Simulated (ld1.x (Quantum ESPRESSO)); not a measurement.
## Configuration tests for He (TM)

helium, norm-conserving Troullier–Martins (Kleinman–Bylander form), made with ld1.x (Quantum ESPRESSO) 7.5 (LDA (PZ), scalar-relativistic). Core none, reference 1s2. Waves: 1s (bound): rc 0.80 bohr; 2p channel at 0.05 Ry: rc 0.80 bohr. Local part: all-electron potential smoothed inside 0.60 bohr (lloc = -1). Core correction: none.

Energies are relative to the spin-unpolarised reference configuration 1s2; without spin polarisation the order of configurations can differ from experiment. Spin-polarised rows fill each open shell by Hund’s rule, majority spin first.

| valence configuration | charge | ΔE all-electron (eV) | error AE − PS (meV) |
| --- | --- | --- | --- |
| 1s1.5 | +0.5 | 10.375 | +3.2 |
| 1s1 (spin-polarised) | +1 | 24.284 | -7.7 |

Q: What are ΔE and the potential's error for 1s1.5 (spin-polarised)?

A: ΔE = 10.024 eV all-electron; the error (AE − PS) is -1.0 meV.

Q: What are ΔE and the potential's error for 1s1?

A: ΔE = 26.485 eV all-electron; the error (AE − PS) is +22 meV.

Levels in the configuration 1s1:

```tsv
level	all-electron (eV)	pseudo (eV)
1s	-38.385	-38.319
```
